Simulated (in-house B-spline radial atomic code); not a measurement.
**Cu III (Cu2+): [Ar] 3d9**

Method: Dirac-Kohn-Sham PW91, spherical fractional occupations, Fermi nucleus of rms radius 3.8823 fm. Calculated with a B-spline radial code for spherical atoms.

Screening seen three ways: the hydrogenic charge with the same mean radius, Z_r = [3n² - l(l+1)]/(2<r>), the one with the same energy, Z_e = n√(-2ε), and Slater's rules. Values are occupation-weighted means over j.

```
shell  electrons   ε (eV)  <r> (bohr)    Z_r    Z_e  Slater
   1s          2  -8876.4     0.05213  28.77  25.54   28.70
   2s          2  -1088.1       0.235  25.53  17.89   24.85
   2p          6  -942.89      0.2063  24.23  16.65   24.85
   3s          2  -140.28      0.7099  19.02   9.63   17.75
   3p          6  -97.697      0.7448  16.78   8.04   17.75
   3d          9  -29.735       0.922  11.39   4.43    8.20
```

The least bound orbital is 3d5/2 at -29.61 eV, and it is also the most diffuse (<r> = 0.9245 bohr).

Spin-orbit splittings of the orbital energies (j = l + 1/2 above j = l - 1/2 when positive): 2p 20.51 eV, 3p 2.607 eV, 3d 0.3007 eV.

For the 1s electron the small component carries 1.09 % of the norm, the zero-frequency Breit interaction raises the level by 11.83 eV, self-energy by 6.001 eV, and vacuum polarisation lowers it by 0.545 eV.
